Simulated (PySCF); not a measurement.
C2H4B2F2Si.
Structure used (PBE0-D3(BJ)/def2-SVP), in Å, numbered top down from 1:
```
atom  x, y, z in Å
C1     2.7823   -0.5241   -0.5159
C2     1.9239   -0.3951    0.3401
B3     0.7298   -0.2756    1.2934
F4     0.9036    0.1640    2.5357
B5    -0.7530   -0.6799    0.6150
Si6   -1.7916    0.7130   -0.3842
F7    -1.0002    2.1435   -0.3558
H8     3.5537   -0.6292   -1.2589
H9    -1.1970   -1.8058    0.6269
H10   -1.9891    0.3408   -1.8181
H11   -3.1249    0.9216    0.2612
```

Method used: PySCF, PBE0-D3(BJ)/def2-SVP geometry optimisation, gas phase.

Take the most abundant isotopes and a rigid rotor. The values belong to one conformer with, in the numbering `[CH:1]#[C:2][B:3]([F:4])[BH:5][SiH2:6][F:7]`, C2–B3–B5–Si6 -86°, B3–B5–Si6–F7 -1°.

(1) Give the principal moments of inertia and the rotational constants in cm⁻¹.

(2) Classify the top.

(3) What does the inertial defect say?

(4) Which lines would a microwave search look for?

## Answers

(1) Ia = 179.43, Ib = 426.29, Ic = 488.06 u·Å²; 505379 MHz·u·Å²/I gives 2817, 1186 and 1035 MHz, that is A = 0.09395, B = 0.03955, C = 0.03454 cm⁻¹.

(2) An asymmetric top: κ = (2 × 1186 − 2817 − 1035)/(2817 − 1035) = -0.83.

(3) Not planar: Δ = Ic − Ia − Ib = -117.66 u·Å². For a rigid frame Δ = −2 Σ m c², so Σ m c² = 58.83 u·Å² lies off the ab plane: 7.15 from hydrogen and 51.68 from heavier atoms. The atom farthest from that plane is 2.37 Å away.

(4) The dipole components are |μa| = 0.33 D, |μb| = 1.13 D, |μc| = 1.94 D. The squared components, which scale the intensities, stand as 0.03 : 0.34 : 1.00 (a : b : c). Some lines, for components of 0.1 D or more:

| type | branch | J(Ka,Kc) | MHz | lower level (cm⁻¹) |
| --- | --- | --- | --- | --- |
| a | Q | 2(1,1) ← 2(1,2) | 450 | 0.272 |
| b | R | 4(2,2) ← 3(3,1) | 486 | 0.957 |
| b | Q | 2(1,1) ← 2(0,2) | 1941 | 0.222 |
| b | R | 1(1,1) ← 0(0,0) | 3852 | 0.000 |
| a | R | 2(1,1) ← 1(1,0) | 4592 | 0.133 |
| a | R | 3(2,2) ← 2(2,1) | 6663 | 0.450 |
| a | R | 3(2,1) ← 2(2,0) | 6702 | 0.450 |
| c | Q | 3(3,1) ← 3(2,1) | 8487 | 0.674 |
| a | R | 4(2,2) ← 3(2,1) | 8973 | 0.674 |
| b | R | 2(2,1) ← 1(1,0) | 9485 | 0.133 |
| c | R | 2(2,0) ← 1(1,0) | 9495 | 0.133 |
| c | R | 2(2,1) ← 1(1,1) | 9635 | 0.128 |
| b | R | 3(2,1) ← 2(1,2) | 12055 | 0.272 |
| c | R | 4(4,0) ← 3(3,0) | 20828 | 0.957 |
| b | R | 4(4,0) ← 3(3,1) | 20828 | 0.957 |

No frequency check. Zero-point vibration and centrifugal distortion are left out. Quadrupole hyperfine structure (11B) is left out.
